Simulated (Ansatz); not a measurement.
`C=C1C[SiH2]1`, relaxed with RKS PBE0-D4/def2-TZVP in Ansatz 0.2.0 from a PBE-D4/def2-SVP geometry. The force threshold is 0.005 eV/Å; the program also tests the step.

Charge 0, multiplicity 1.

Start:

```xyz
10

C     0.199    0.140    1.777
C     0.010    0.016    0.457
C     0.737    0.367   -0.819
Si   -0.934   -0.508   -1.039
H     1.104    0.624    2.188
H    -0.541   -0.235    2.503
H     1.670   -0.186   -1.040
H     0.821    1.441   -1.074
H    -2.113    0.289   -1.505
H    -0.954   -1.947   -1.449
```

Task: By how much does the energy fall, and how many steps does the optimiser take? (Estimate.)

Result: The calculation gave: 1.27 kcal/mol, in 5 steps.

Task: Which bonds change most? (An estimate is asked.)

Result: Ansatz gave: C3–Si4 from 1.899 to 1.868 Å; C2–Si4 from 1.846 to 1.817 Å; C1–C2 from 1.339 to 1.320 Å; C3–H7 from 1.107 to 1.089 Å.

Task: Give the relaxed structure. (Best estimate.)

Result: The calculation gave: 
```xyz
10

C     0.198    0.139    1.754
C    -0.006    0.007    0.457
C     0.727    0.362   -0.812
Si   -0.916   -0.499   -1.032
H     1.094    0.615    2.148
H    -0.524   -0.221    2.480
H     1.647   -0.184   -1.015
H     0.810    1.421   -1.050
H    -2.088    0.280   -1.488
H    -0.943   -1.920   -1.441
```
